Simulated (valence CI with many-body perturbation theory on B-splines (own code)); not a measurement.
Values are calculated unless marked as measured or tabulated.
## Energy levels of Cu7+

Method: configuration interaction combined with many-body perturbation theory (CI+MBPT): four valence electrons over a frozen Dirac-Fock core [Ar], a basis of 7 s, 7 p, 8 d, 6 f, 4 g, 1 h functions for each j, with the one-electron correlation potential Σ1 (screened to all orders), the two-electron term Σ2, the three-electron term Σ3, Breit, model QED; selected single and double excitations, second order for the rest, scaled by the run's own slope (own B-spline code, finite nucleus).

No measured levels were compared; by estimate terms of the open shell hold to 2 to 4 % of their energy, and close levels can change places; different configurations can be misplaced against each other by 1,000 to 8,000 cm⁻¹. Only levels of the ground parity were solved; by the run's estimate the other parity begins above the list, which can be wrong where configurations are misplaced.

Levels 1 to 31 of 31, with energies above the lowest level, 3d⁴ ⁵D_0. "Leading %" is the weight of the configuration and term that name the level; weights of strongly mixed levels are sums over their largest components and can fall short, so below about 35 % the name and the second component can differ from the true leading terms, or belong to a minority configuration. In the jj column 3d3/2^4 stands for four electrons in 3d with j = 3/2.

| No. | Configuration | Term | J | E (eV) | Leading % | Leading jj | Second component |
| --- | --- | --- | --- | --- | --- | --- | --- |
| 1 | 3d⁴ | ⁵D | 0 | 0.000 | 99 | 3d3/2^2 3d5/2^2 (65 %) |  |
| 2 | 3d⁴ | ⁵D | 1 | 0.047 | 99 | 3d3/2^3 3d5/2 (55 %) |  |
| 3 | 3d⁴ | ⁵D | 2 | 0.133 | 100 | 3d3/2^2 3d5/2^2 (67 %) |  |
| 4 | 3d⁴ | ⁵D | 3 | 0.248 | 100 | 3d3/2^2 3d5/2^2 (47 %) |  |
| 5 | 3d⁴ | ⁵D | 4 | 0.387 | 99 | 3d3/2 3d5/2^3 (44 %) |  |
| 6 | 3d⁴ | ³P | 0 | 4.108 | 97 | 3d3/2^4 (60 %) |  |
| 7 | 3d⁴ | ³H | 4 | 4.168 | 93 | 3d3/2^3 3d5/2 (44 %) |  |
| 8 | 3d⁴ | ³H | 5 | 4.270 | 96 | 3d3/2^2 3d5/2^2 (80 %) |  |
| 9 | 3d⁴ | ³H | 6 | 4.364 | 99 | 3d3/2 3d5/2^3 (50 %) |  |
| 10 | 3d⁴ | ³P | 1 | 4.395 | 99 | 3d3/2^3 3d5/2 (42 %) |  |
| 11 | 3d⁴ | ³F | 3 | 4.661 | 84 | 3d3/2^2 3d5/2^2 (55 %) | 16 % 3d⁴ ³G |
| 12 | 3d⁴ | ³F | 2 | 4.666 | 99 | 3d3/2^2 3d5/2^2 (52 %) |  |
| 13 | 3d⁴ | ³F | 4 | 4.703 | 84 | 3d3/2^2 3d5/2^2 (33 %) | 10 % 3d⁴ ³G |
| 14 | 3d⁴ | ³P | 2 | 4.824 | 98 | 3d3/2 3d5/2^3 (40 %) |  |
| 15 | 3d⁴ | ³G | 3 | 5.157 | 84 | 3d3/2 3d5/2^3 (53 %) | 16 % 3d⁴ ³F |
| 16 | 3d⁴ | ³G | 4 | 5.242 | 85 | 3d3/2^2 3d5/2^2 (64 %) | 10 % 3d⁴ ³F |
| 17 | 3d⁴ | ³G | 5 | 5.317 | 96 | 3d3/2 3d5/2^3 (80 %) |  |
| 18 | 3d⁴ | ¹I | 6 | 6.340 | 99 | 3d3/2^2 3d5/2^2 (50 %) |  |
| 19 | 3d⁴ | ³D | 3 | 6.389 | 99 | 3d3/2 3d5/2^3 (48 %) |  |
| 20 | 3d⁴ | ³D | 2 | 6.429 | 97 | 3d3/2^2 3d5/2^2 (32 %) |  |
| 21 | 3d⁴ | ¹G | 4 | 6.430 | 94 | 3d5/2^4 (34 %) |  |
| 22 | 3d⁴ | ³D | 1 | 6.485 | 99 | 3d3/2 3d5/2^3 (54 %) |  |
| 23 | 3d⁴ | ¹S | 0 | 7.096 | 97 | 3d3/2 3d5/2^3 (53 %) |  |
| 24 | 3d⁴ | ¹D | 2 | 8.090 | 97 | 3d3/2^2 3d5/2^2 (35 %) |  |
| 25 | 3d⁴ | ¹F | 3 | 9.110 | 98 | 3d3/2 3d5/2^3 (56 %) |  |
| 26 | 3d⁴ | ³P | 2 | 10.716 | 99 | 3d3/2^2 3d5/2^2 (58 %) |  |
| 27 | 3d⁴ | ³F | 4 | 10.808 | 99 | 3d3/2^2 3d5/2^2 (72 %) |  |
| 28 | 3d⁴ | ³F | 2 | 10.840 | 99 | 3d3/2^2 3d5/2^2 (58 %) |  |
| 29 | 3d⁴ | ³F | 3 | 10.862 | 98 | 3d3/2 3d5/2^3 (76 %) |  |
| 30 | 3d⁴ | ³P | 1 | 11.024 | 100 | 3d3/2 3d5/2^3 (84 %) |  |
| 31 | 3d⁴ | ³P | 0 | 11.174 | 99 | 3d5/2^4 (56 %) |  |

The ionisation energy to 3d³ ⁴F3/2 of the next ion comes out as 166.29 eV (NIST: 166 ± 2.1 eV (theoretical)). All 31 levels together are meant to be complete up to 11.624 eV.
